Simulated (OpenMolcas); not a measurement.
Pr2+: the spin-orbit constant, worked from levels

```yaml
Program: OpenMolcas
Basis: ANO-RCC-VTZP [8s7p5d3f2g1h]
Scalar_Hamiltonian: DKH2, point nucleus
Active_space: 3 electrons in 12 orbitals (RAS2 4f; RAS3 5d, at most 1 electron)
State_averaging: 2S+1 = 4 odd, 35 roots (30 in the spin-orbit step); 2S+1 = 2 odd, 112 roots (56 in the spin-orbit step); 2S+1 = 4 even, 105 roots (90 in the spin-orbit step); 2S+1 = 2 even, 124 roots kept (CI in the orbitals of an earlier block)
Spin-orbit_coupling: state interaction with AMFI integrals over the reference wave functions, term energies averaged over their components
```

Methods: RASSCF; SS-RASPT2, IPEA 0.25 Eh, imaginary shift 0.1 Eh (closed shells correlated: 5s 5p). Measured levels: Martin, Zalubas and Hagan, Atomic Energy Levels: The Rare-Earth Elements, NSRDS-NBS 60 (1978); the list in Maison, Palmeri and Quinet, J. Phys. B 58, 015001 (2025).

**The spin-orbit constant.** For the Hund term 4I* of f3, E(J) = (A/2) J(J+1) + constant and ζ = 2S·A = 3A. From J = 9/2 to J = 15/2 the energy changes by 19.5 A.

```
   Source  E(15/2) - E(9/2)      A    ζ
   RASSCF            4788.3  245.6  737
SS-RASPT2            4849.6  248.7  746
 measured            4453.8  228.4  685
```

All in cm-1. SS-RASPT2 is off by +8.9 % and RASSCF by +7.5 %. Both methods take the spin-orbit matrix elements from the reference wave functions, so the second can move ζ only through the term energies and any multistate remixing. Second-order mixing with other terms is absorbed into this ζ.

CASPT2 breaks the degeneracy within a term, and the mean is taken; among the terms shown or strongly mixed into the levels shown the widest spread is 340 cm-1 (4f3 4I*, SS-RASPT2). High states are left out of the spin-orbit mixing, which shifts the levels that they would mix with. Without dynamic correlation excited terms often stand tens of per cent too high (terms of higher spin than the ground term too low), and those without a measured partner can miss by more than the paired ones (holds for RASSCF). Each CASPT2 term energy is a mean over a sample of three components (holds for SS-RASPT2). Measured partners are found by configuration, term and J. A level has none where our copy of the source lacks it or the pairing is in doubt (some pairs that miss far off the trend of their configuration count as doubtful), and it then counts in no deviation. Levels of configurations outside the active space are missing.

* marks odd parity.
